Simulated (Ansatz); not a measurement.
`O[SiH]1[O][GeH2]1` and `Cl[SiH]1[O][GeH2]1` differ in one atom or group.

Ansatz, PBE0-D4/def2-TZVP geometries, multiplicity 1. Each molecule was computed in one conformer, which needn't be the lowest.

Scalar relativity is left out up to krypton.

| property | `O[SiH]1[O][GeH2]1` |
| --- | --- |
| size of the dipole moment (PBE/def2-TZVPP) / D | 2.51 |
| size of the dipole moment (B3LYP/def2-TZVPP) / D | 2.73 |
| HOMO–LUMO gap (ωB97M-V/def2-TZVPP) / eV | 9.84 |
| HOMO–LUMO gap (B3LYP/def2-TZVPP) / eV | 5.52 |
| HOMO energy (B3LYP/def2-TZVPP) / eV | -6.65 |
| HOMO–LUMO gap (PBE0/def2-TZVPP) / eV | 5.95 |

(1) Give the same properties after the change, and the shifts. (Best estimate.)

Results:

(1) The calculation gave: 
```
                                        property  `Cl[SiH]1[O][GeH2]1`  shift
  size of the dipole moment (PBE/def2-TZVPP) / D                  1.75  -0.76
size of the dipole moment (B3LYP/def2-TZVPP) / D                  1.98  -0.75
         HOMO–LUMO gap (ωB97M-V/def2-TZVPP) / eV                  9.75  -0.09
           HOMO–LUMO gap (B3LYP/def2-TZVPP) / eV                  5.46  -0.06
             HOMO energy (B3LYP/def2-TZVPP) / eV                 -7.01  -0.36
            HOMO–LUMO gap (PBE0/def2-TZVPP) / eV                  5.88  -0.07
```

With PBE0 the HOMO falls by 0.37 eV and the LUMO falls by 0.43 eV, so the gap narrows by about 0.06 eV. PBE moves the HOMO by -0.37 eV and ωB97M-V by -0.35 eV. Dipoles are sizes alone; their direction can turn.

B3LYP here is the variant with VWN-RPA as its local correlation; programs differ in this.
